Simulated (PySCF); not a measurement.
## Worked example: entropy of an ideal gas

B(OH)2(SH) (BH₃O₂S), SMILES OB(O)S.

The structure is a stationary point at B3LYP-D3(BJ)/def2-SVP. The values are those of a single conformer.

PySCF with B3LYP-D3(BJ)/def2-SVP gives the harmonic wavenumbers 258, 308, 384, 405, 442, 595, 654, 830, 928, 995, 1295, 1438, 2690, 3848, 3863 cm⁻¹ and the rotational temperatures 0.4687, 0.2188, 0.1492 K. The molar mass is 77.89 g/mol, the symmetry number 1, the spin multiplicity 1.

Work out the entropy at 298.15 K and 1 atm in the rigid-rotor, harmonic-oscillator model.


Translation (Sackur–Tetrode at 1 atm): S = R[1.5 ln M + 2.5 ln T − 1.16487] = 163.1 J/(mol K).
Rotation: q = (√π/σ) T^1.5/√(θA θB θC) = 73800, S = R[ln q + 3/2] = 105.7 J/(mol K).
Vibration: with u = 1.4388 ν/T, each mode gives R[u/(e^u − 1) − ln(1 − e^−u)]:
```tsv
ν (cm⁻¹)	modes	u	S (J/(mol K))
258	1	1.25	7.01
308	1	1.49	5.74
384	1	1.85	4.28
405	1	1.95	3.95
442	1	2.13	3.43
595	1	2.87	1.92
654	1	3.16	1.53
830	1	4.01	0.77
928	1	4.48	0.52
995	1	4.80	0.40
1295	1	6.25	0.12
1438	1	6.94	0.06
```
The stiffer modes add less than 0.005 each. Sum 29.7 J/(mol K).
Spin: R ln 1 = 0.0 J/(mol K).
Total 298.5 J/(mol K); the program's own thermochemistry gives 298.4. Translation makes up 55 % and vibration 10 %. Anharmonicity, hindered rotation and orbital degeneracy are left out.
